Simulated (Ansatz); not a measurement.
Basis-set extrapolation for C4H7Al (`CC1=[C]([AlH2])C1`) (PBE0-D4/def2-TZVP geometry, frozen core, Ansatz 0.2.0). Multiplicity 1, RHF reference.

|  | def2-TZVPP | def2-QZVPP |
| --- | --- | --- |
| HF | -397.439166 | -397.453049 |
| MP2 correlation | -0.731662 | -0.778300 |
| CCSD(T) correlation | -0.808647 | not run |

Energies in hartree. Use E(X) = E(∞) + A·exp(−7.88·√X) for Hartree–Fock and E(X) = E(∞) + B·X^(−2.97) for correlation, with X = 3 and 4, and add CCSD(T) minus MP2 of the smaller set to the MP2 limit.

Q: What is the CCSD(T) energy at the basis-set limit?

A: HF limit: -397.453049 + (-0.013883) × 0.13774 = -397.45496. MP2 limit: -0.778300 + (-0.046638) × 0.74074 = -0.81285. Higher-order term: -0.808647 − (-0.731662) = -0.07698. Total: -398.34479 hartree, 60.9 kcal/mol below CCSD(T)/def2-TZVPP.
